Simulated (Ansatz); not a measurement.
CH$_{7}$NSiSn, SMILES `[CH2]1[SiH2][NH][SnH2]1`. Charge 0, multiplicity 1. Sn: def2 effective core potential. The geometry is a stationary point of PBE0-D4/def2-TZVP.

```xyz
11

C     0.811    0.255   -0.950
Si   -0.389    1.280    0.089
N    -0.938   -0.049    1.032
Sn    0.212   -1.493    0.160
H     1.866    0.502   -0.831
H     0.577    0.192   -2.013
H     0.291    2.362    0.863
H    -1.444    1.948   -0.732
H    -1.613   -0.083    1.776
H     1.331   -2.212    1.237
H    -0.703   -2.703   -0.632
```

(1) What is the dipole moment at r2SCAN/def2-TZVPP? (Best estimate.)

(2) And with PBE, B3LYP, ωB97M-V? (An estimate is asked.)

(3) Give the Mulliken charges with r2SCAN, ωB97M-V, B3LYP in def2-TZVPP. (An estimate is asked.)

Answers

(1) Ansatz gave: 1.20 D, with components (0.29, -1.17, -0.01) D in this frame, pointing from negative to positive charge.

(2) Computed: PBE 1.16 D, B3LYP 1.16 D, ωB97M-V 1.28 D.

(3) The calculation gave: 
```tsv
atom	r2SCAN	ωB97M-V	B3LYP
C1	-0.54	-0.63	-0.58
Si2	0.47	0.38	0.44
N3	-0.64	-0.57	-0.58
Sn4	0.84	0.74	0.84
H5	0.11	0.15	0.13
H6	0.11	0.15	0.13
H7	-0.11	-0.07	-0.11
H8	-0.11	-0.07	-0.11
H9	0.13	0.09	0.11
H10	-0.13	-0.09	-0.13
H11	-0.13	-0.09	-0.13
```

B3LYP here is the variant with VWN-RPA as its local correlation; programs differ in this.
